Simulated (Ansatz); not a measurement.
Reaction (isomerisation): `C[O][GeH]([F])[AlH2]` → `[CH3][Al]([F])[O][GeH3]`

Program: Ansatz. Geometries: PBE0-D4/def2-TZVP. ΔE: electronic, gas phase. CBS: MP2 limit from def2 TZ/QZ plus the TZ coupled-cluster correction, frozen cores. Functionals use def2-TZVPP. B3LYP here is the variant with VWN-RPA as its local correlation; programs differ in this. For Ge outer-core shells are correlated without core-valence functions, which leaves a few kJ/mol of doubt a bond. Scalar relativity is left out up to krypton. One conformer a species, not always the lowest.

CCSD(T)/CBS gives -3.69 eV.

Q: Another level gave -3.68 eV. Which?
A. PBE0/def2-TZVPP
B. CCSD/def2-TZVPP
C. PBE-D4/def2-TZVPP
D. B3LYP-D4/def2-TZVPP

A: B. CCSD/def2-TZVPP -3.68, PBE-D4 -3.37, B3LYP-D4 -3.56, PBE0 -3.49 eV.

Largest T1 diagnostic among the species: 0.012.

In def2-TZVPP, CCSD(T) changes the Hartree–Fock value by −0.05 eV (the triples alone add +0.02 eV) and MP2 by −0.21 eV. From PBE to PBE0 (25 % exact exchange), in def2-TZVPP and without D4, ΔE moves by −0.11 eV.
